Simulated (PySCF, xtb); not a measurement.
BFH, SMILES [BH]F (connectivity only; charge and spin as stated), charge +1, multiplicity 1.

The structure is a stationary point at ωB97X-D3(BJ)/def2-TZVPD. The multiplicity is an assumed one; other spin states were not compared. The isomer is the one that the SMILES or the coordinates give; other isomers of the formula were not compared.

Level of theory: PySCF with IEF-PCM-M06-2X/def2-TZVPD.

The values are the electrostatic part of the solvation free energy, E(continuum) − E(gas) at the gas-phase geometry, in a cavity of scaled van der Waals radii (PySCF's table); cavitation and dispersion terms are not included. In vacuum the orbital gap is 15.57 eV.

```csv
solvent,ε,ΔG(elec) (kcal/mol),gap (eV)
water,78.36,-70.6,15.43
ethylethanoate,5.99,-59.5,15.46
diethylether,4.24,-54.6,15.47
```

For comparison, GFN2-xTB/ALPB(water) (xtb, at the GFN2-xTB geometry, all terms of that model) gives -70.5 kcal/mol.
